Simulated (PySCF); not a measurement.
## Fractional electron number in Cu+ (copper, charge +1)

The 3d beta orbital of [Ar] 3d10 is emptied in steps (occupation f), with all orbitals relaxed, ending at [Ar] 3d9. All numbers are calculated (PySCF 2.14, the spin-free X2C one-electron Hamiltonian (Gaussian nucleus), in aug-cc-pVTZ-DK (8s7p5d3f2g, 93 functions)). The exact energy is a straight line in f; departures are measured from the line between the end points of the same method.

| f | PBE0 (eV) | r2SCAN (eV) | LC-wPBE (eV) |
| --- | --- | --- | --- |
| 1 | 0.000 | 0.000 | 0.000 |
| 0.75 | -0.845 | -1.278 | -0.402 |
| 0.5 | -1.149 | -1.724 | -0.560 |
| 0.25 | -0.878 | -1.305 | -0.437 |
| 0 | 0.000 | 0.000 | 0.000 |

For PBE0, how does the orbital energy at f = 1 compare with the removal energy?

−ε = 15.834 eV against a total-energy difference of 20.235 eV. By Janak's theorem ε = ∂E/∂f, so the gap between them reflects the curvature. Along the path −ε is 17.910 (f = 0.75), 20.146 (f = 0.5), 22.516 (f = 0.25) eV.

| method | E(f=0) − E(f=1) (eV) | −ε at f=1 (eV) | −ε at f=0.5 (eV) |
| --- | --- | --- | --- |
| PBE0 | 20.235 | 15.834 | 20.146 |
| r2SCAN | 20.349 | 13.630 | 20.277 |
| LC-wPBE | 20.635 | 18.596 | 20.540 |

Reference removal energy between the ground levels: 20.292 eV (measured; NIST Atomic Spectra Database, ionization energies). The calculation has no spin-orbit coupling.
